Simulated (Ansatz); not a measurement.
Match the barriers

Saddle point of SnH₃F, singlet (SnH₃F ([F][SnH3]) → SnH₂ + HF; bonds formed: F2–H3; bonds broken: Sn1–F2, Sn1–H3), PBE0-D4/def2-TZVP structure:

```csv
atom,x (Å),y (Å),z (Å)
Sn1,0.1074,0.5393,-0.0407
F2,-0.1089,-1.5670,-0.5005
H3,0.3359,-0.6276,-1.3562
H4,-1.4337,1.0485,0.5329
H5,1.0993,0.6068,1.3646
```

Ansatz 0.2.0; basis: def2-TZVPP, with def2-QZVPP for the basis limit; cores frozen in the correlated methods. Filled d shells of the heavier atoms are correlated. Core potentials replace the inner electrons of the atoms past krypton. The def2 sets are not built for correlating such inner shells, so the correlated values are less sure here. Extrapolation: Hartree–Fock as exp(−7.88 √X), correlation as X^−2.97. Four methods, as single points on the PBE0-D4 structures, gave these electronic barriers from the start structure: 43.08, 50.03, 53.45, 71.06 kcal/mol.

Task: The methods were, in alphabetical order, BLYP-D4, HF, MP2, PBE0-D4. Which gave which? (Judge from chemistry; the calculation decides.)

Result: By the calculation: BLYP-D4 43.08; PBE0-D4 50.03; MP2 53.45; HF 71.06 kcal/mol. For comparison, CCSD(T) at an estimated basis limit (MP2 extrapolated from triple and quadruple zeta, plus CCSD(T) − MP2 in triple zeta) gives 53.40 kcal/mol.

No T1 diagnostic of these runs exceeds 0.019. The restricted Hartree–Fock reference is unstable towards an unrestricted one at one or more of these structures.

Losses and insertions of silylenes and their heavier kin drive the gas-phase chemistry of silicon and germanium vapour deposition.

Labels in which every atom is bracketed show which atoms are joined, not bond orders.

For scale, one of the runs: CCSD(T)/def2-TZVPP, 123 basis functions, launched by `ansatz run in.yaml --threads 2 --pin off --events-out ev --progress --plain --max-ram 4352MiB`. Time: 11 s of wall clock on 2 CPU threads of an Arm Neoverse V1; the host was shared. Peak host memory: 0.65 GiB.
